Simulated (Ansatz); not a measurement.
Relaxation of ClFH8HfNOPSi (15 atoms, charge 0, multiplicity 1), to a largest force component of 0.03 eV/Å in at most 50 steps.

Method: RKS PBE/def2-SVP in Ansatz 0.2.0.

```xyz
15
Properties=species:S:1:pos:R:3:forces:R:3
Hf -0.058 -0.993 -0.680 0.07 0.33 -0.30
F 1.307 0.556 1.741 0.13 0.35 -0.27
O 1.852 -0.906 -1.035 0.17 -0.07 -0.05
Si 3.504 -0.925 -1.392 -0.15 0.02 -0.02
H 3.797 -2.059 -2.343 -0.02 0.07 0.05
H 3.893 0.383 -2.034 -0.02 -0.07 0.04
H 4.290 -1.123 -0.125 -0.02 0.01 -0.02
N -0.928 0.754 -0.148 -0.03 -0.01 -0.04
H -1.842 1.138 -0.417 0.01 -0.03 -0.01
H -0.425 1.445 0.423 0.02 0.02 0.04
Cl -1.319 -2.008 -2.414 -0.01 -0.01 0.00
P -0.226 -2.340 1.520 0.05 -0.21 0.31
H -1.648 -2.573 1.477 0.09 0.00 0.01
H 0.162 -3.625 0.976 -0.06 0.12 0.08
H 1.088 -0.199 2.249 -0.23 -0.51 0.18
```

Where does it end, and by what steps?

The run converged. After 22 steps the energy has fallen by 0.196 eV; H15 moved furthest, 0.71 Å. Joined: Hf1–F2 (3.18 → 2.41 Å).

| step | energy less start (eV) | largest force component (eV/Å) | accepted |
| --- | --- | --- | --- |
| 0 | 0.0000 | 0.515 | yes |
| 1 | -0.0505 | 0.358 | yes |
| 2 | -0.0731 | 0.257 | yes |
| 3 | -0.0874 | 0.463 | yes |
| 4 | -0.0692 | 1.601 | no |
| 5 | -0.1380 | 0.170 | yes |
| 6 | -0.1618 | 0.189 | yes |
| 7 | -0.1527 | 0.437 | no |
| 8 | -0.1748 | 0.114 | yes |
| 9 | -0.1853 | 0.182 | yes |
| 10 | -0.1870 | 0.094 | yes |
| 11 | -0.1899 | 0.206 | yes |
| 12 | -0.1920 | 0.040 | yes |
| 13 | -0.1926 | 0.049 | yes |
| 14 | -0.1935 | 0.042 | yes |
| 15 | -0.1945 | 0.033 | yes |
| 16 | -0.1950 | 0.039 | yes |
| 17 | -0.1955 | 0.052 | yes |
| 18 | -0.1960 | 0.057 | yes |
| 19 | -0.1961 | 0.047 | yes |
| 20 | -0.1962 | 0.046 | yes |
| 21 | -0.1963 | 0.032 | yes |
| 22 | -0.1963 | 0.021 | yes |

```xyz
15
Properties=species:S:1:pos:R:3
Hf 0.121 -0.911 -0.446
F 1.198 -0.083 1.548
O 1.975 -0.985 -1.057
Si 3.580 -0.783 -1.514
H 3.945 -1.825 -2.535
H 3.772 0.586 -2.108
H 4.471 -0.931 -0.312
N -0.810 0.881 -0.224
H -1.634 1.177 -0.762
H -0.448 1.691 0.293
Cl -1.192 -1.903 -2.149
P -0.410 -2.369 1.756
H -1.833 -2.500 1.783
H -0.050 -3.715 1.432
H 0.764 -0.808 2.092
```

Whether the end is a true minimum wasn't checked by a vibrational analysis.

Run time: 100 s on 4 threads of Arm Neoverse V1, on a shared host, peak memory 0.3 GiB.
